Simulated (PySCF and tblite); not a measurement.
Results of a calculation; reference values are marked as such.
# Pyramidal inversion: stationary points, barriers and rates

System: C6H11N, numbered as in [CH2:1]=[CH:2][CH2:3][C@H:4]1[CH2:5][CH2:6][NH:7]1.

Motion: pyramidal inversion at N7. The path came from a restrained scan, a climbing-image band and a saddle search at GFN2-xTB; energies are PBE0/pcSseg-1 + D3(BJ)//GFN2-xTB, thermal terms GFN2-xTB. Rate constants are transition-state-theory values, counting equivalent paths, without tunnelling. Run with tblite and PySCF.

| point | symmetry | E(GFN2) kcal/mol | E(DFT) kcal/mol | ZPE change kcal/mol | lowest mode cm⁻¹ | dipole D |
| --- | --- | --- | --- | --- | --- | --- |
| start | C1 | 0.0 | 0.0 | 0.00 | 57 | 1.24 |
| saddle | C1 | 5.4 | 4.6 | -1.11 | 603i | 0.43 |
| end | C1 | 0.7 | -0.1 | -0.10 | 55 | 1.44 |

```
Electronic barrier                                      : 4.6 kcal/mol
Barrier with zero-point energy                          : 3.5 kcal/mol
ΔH‡ (298 K)                                             : 3.4 kcal/mol
ΔS‡ (298 K, symmetry apart)                             : -0.4 cal/(mol K)
Paths                                                   : 1 equivalent path
End point                                               : a different minimum
Mean lifetime of the start against this motion at 298 K : 62 ps
Cost                                                    : 110 s on 1 thread of AMD EPYC 7R43 64-Core, shared host (rough), peak memory 0.81 GiB, launched as `OMP_NUM_THREADS=1 python ens_run.py task.json out`
```

| T/K | ΔG‡ kcal/mol | k s⁻¹ | ΔG kcal/mol | k back s⁻¹ |
| --- | --- | --- | --- | --- |
| 200 | 3.5 | 6.2×10⁸ | -0.3 | 3×10⁸ |
| 250 | 3.5 | 4.4×10⁹ | -0.3 | 2.4×10⁹ |
| 298 | 3.5 | 1.6×10¹⁰ | -0.3 | 9.6×10⁹ |
| 350 | 3.5 | 4.4×10¹⁰ | -0.3 | 2.8×10¹⁰ |
| 400 | 3.6 | 9.3×10¹⁰ | -0.3 | 6.2×10¹⁰ |
| 500 | 3.6 | 2.6×10¹¹ | -0.3 | 1.9×10¹¹ |

ΔG and ΔG‡ leave out symmetry numbers and mirror images; rates count paths: 1 out, 1 back.
